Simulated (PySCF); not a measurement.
## CH9FOSSi3

CH9FOSSi3 is a molecule drawn to mimic a surface site (built as: Si site whose three back bonds go to SiH3, SSiH3, OCH3; end group F), neutral, singlet. The structure, one conformer, was relaxed in the gas phase by PBE0-D3(BJ)/def2-SVP. No frequency run checks that it is a minimum.

SMILES: CO[Si](F)([SiH3])S[SiH3]

Coordinates in Å:
```
Si1     0.375    0.289    0.023
Si2     0.384    2.313    1.168
S3     -1.112   -1.077    0.742
Si4    -2.703   -0.597   -0.637
O5      1.856   -0.402    0.155
C6      2.244   -1.691   -0.262
F7      0.009    0.558   -1.548
H8      0.552    2.036    2.625
H9     -0.926    2.994    0.943
H10     1.491    3.191    0.686
H11    -3.935   -1.149   -0.005
H12    -2.834    0.879   -0.792
H13    -2.491   -1.238   -1.964
H14     1.450   -2.434   -0.077
H15     3.141   -1.985    0.301
H16     2.487   -1.695   -1.337
```

Shieldings: GIAO PBE0/pcSseg-1. Shifts are against computed references at the same level: C TMS (σ 184.4 ppm), H TMS (σ 31.27 ppm), Si TMS (σ 352.0 ppm). Core levels by delta-SCF with SCAN, pcX-2 on the ionised atom and pcseg-1 elsewhere, spin-free X2C (2p3/2 is the spin-free 2p value less a third of a first-order spin-orbit splitting); from the vacuum level, for chosen atoms.

Q: Give the NMR and core-level values of the distinct atoms.

A: 
```json
{"atoms": "Si1", "bonded to": "1 F + 1 O + 1 S + 1 Si", "σ (ppm)": "342.3", "δ (ppm)": "9.7", "core level (eV)": "2p3/2 108.07"}
{"atoms": "Si2", "bonded to": "1 Si + 3 H", "σ (ppm)": "462.5", "δ (ppm)": "-110.5", "core level (eV)": "2p3/2 106.75"}
{"atoms": "S3", "bonded to": "2 Si", "σ (ppm)": "757.5", "δ (ppm)": "-", "core level (eV)": "2p3/2 168.72"}
{"atoms": "Si4", "bonded to": "1 S + 3 H", "σ (ppm)": "406.4", "δ (ppm)": "-54.4", "core level (eV)": "-"}
{"atoms": "O5", "bonded to": "1 C + 1 Si", "σ (ppm)": "265.6", "δ (ppm)": "-", "core level (eV)": "1s 538.36"}
{"atoms": "C6", "bonded to": "1 O + 3 H", "σ (ppm)": "132.6", "δ (ppm)": "51.8", "core level (eV)": "-"}
{"atoms": "F7", "bonded to": "1 Si", "σ (ppm)": "296.9", "δ (ppm)": "-", "core level (eV)": "1s 692.09"}
{"atoms": "H8 H9 H10", "bonded to": "1 Si", "σ (ppm)": "27.84", "δ (ppm)": "3.43", "core level (eV)": "-"}
{"atoms": "H11 H12 H13", "bonded to": "1 Si", "σ (ppm)": "26.68", "δ (ppm)": "4.59", "core level (eV)": "-"}
{"atoms": "H14 H15 H16", "bonded to": "1 C", "σ (ppm)": "27.39", "δ (ppm)": "3.87", "core level (eV)": "-"}
```

Values are those of this one static structure, with the three H of a rotating XH3 group averaged; atoms that internal rotation interchanges would show their mean in an NMR spectrum.

Q: Which of Si1, Si2 holds its core electrons tightest, and by how much against the loosest?

A: Si1 (bonded to 1 F + 1 O + 1 S + 1 Si), by 1.32 eV over Si2 (bonded to 1 Si + 3 H).

Q: By CAM-B3LYP/def2-SVPD (TDDFT singlets, Tamm-Dancoff triplets, ionisation by delta-SCF), where does absorption start, and what does vertical ionisation take?

A: The lowest singlet lies at 6.14 eV (f 0.008), the strongest of the first 6 at 7.42 eV (f 0.109), the lowest triplet at 5.79 eV; vertical ionisation takes 9.50 eV.

The 3 runs behind this took 4.3 min in all, one thread each of Arm Neoverse V1 on a shared host, launched as `OMP_NUM_THREADS=1 python cluster_run.py task.json out`.
